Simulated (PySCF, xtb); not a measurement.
C₅H₈NO, SMILES CN1[CH]CCC1=O, multiplicity 2. Other conformers were not sampled.

Harmonic wavenumbers (cm⁻¹) from xtb with GFN2-xTB at its own minimum, in rising order: 72, 119, 161, 250, 285, 298, 470, 507, 631, 666, 808, 828, 974, 985, 1024, 1085, 1085, 1099, 1107, 1172, 1195, 1257, 1283, 1338, 1388, 1431, 1450, 1456, 1470, 1480, 1736, 2880, 2926, 2977, 2985, 2992, 3004, 3022, 3186.

### Question
What does PySCF with PBE0-D3(BJ)/def2-SVP give at its own minimum? (The exact figures need the calculation; the answer reports its results.)

### Answer
122, 151, 180, 279, 317, 457, 489, 565, 663, 693, 796, 854, 965, 1002, 1025, 1078, 1127, 1142, 1143, 1217, 1251, 1298, 1330, 1391, 1418, 1430, 1460, 1468, 1488, 1498, 1866, 3011, 3048, 3086, 3104, 3131, 3161, 3186, 3244. Paired by order, the mean absolute difference is 54 cm⁻¹ and the zero-point energies are 75.9 and 78.8 kcal/mol.
